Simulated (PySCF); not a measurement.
THF (C4H8O), SMILES C1CCOC1.

Geometry: PBE0-D3(BJ)/def2-SVP. The values are those of a single conformer.

The numbers are results of SMD-M06-2X/6-31G* in PySCF, not measurements.

Solvation free energies are E(SMD) − E(gas) at the gas-phase geometry, for 1 M in both phases. In vacuum the dipole moment is 1.79 D.

| solvent | ΔG(solv) (kcal/mol) | its non-electrostatic (CDS) part | dipole (D) |
|---|---|---|---|
| water | -2.5 | 2.2 | 2.38 |
| dimethylsulfoxide | -3.4 | -1.0 | 2.14 |
| N,N-dimethylformamide | ? | ? | ? |

Q: Some entries are withheld; supply them. (The exact figures need the calculation; the answer reports its results.)

A: 
- N,N-dimethylformamide, ΔG(solv) (kcal/mol): -3.9
- N,N-dimethylformamide, its non-electrostatic (CDS) part: -1.4
- N,N-dimethylformamide, dipole (D): 2.13
